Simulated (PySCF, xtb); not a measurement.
C3H5Cl2F, SMILES C(Cl)(Cl)[C@H](F)C.

xtb with GFN2-xTB at its own geometry gives an orbital gap of 6.08 eV and a dipole moment of 3.40 D.

Coordinates come from a PBE0-D3(BJ)/def2-SVP optimisation. The structure was generated by enumeration; whether it is a known compound was not checked. Other conformers were not sampled.

Q: What does CAM-B3LYP/def2-TZVP in PySCF give? (The exact figures need the calculation; the answer reports its results.)

A: gap 11.25 eV (levels -10.14 and 1.11 eV), dipole 3.04 D.
